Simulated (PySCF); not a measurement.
# C²⁺: excitation energy

C²⁺ [He] 2s2 (1S) → C²⁺ [He] 2s1 3s1 (3S), as a difference of total energies. All numbers are calculated (PySCF 2.14, the non-relativistic Hamiltonian (point nucleus), in aug-cc-pVQZ with one added diffuse shell each of s, p, d, f, g type (7s6p5d4f3g, 105 functions)). Correlated levels: valence: 1s2 frozen. The calculations carry no spin-orbit coupling.

```csv
method,excitation energy (eV)
UHF,27.767
LDA,28.462
PBE,28.514
PBE0,28.541
r2SCAN,28.418
r2SCANh,28.434
PW91,28.575
CAM-B3LYP,28.842
B2PLYP,28.913
MP2 (valence),28.882
SCS-MP2 (valence),29.217
```

Task: How much does correlation contribute at MP2 (valence)?

Result: 28.882 − (27.767) = 1.115 eV, measured against UHF.

The promoted electron is Rydberg-like, and one or two diffuse shells describe it only roughly, which tends to raise the upper state.
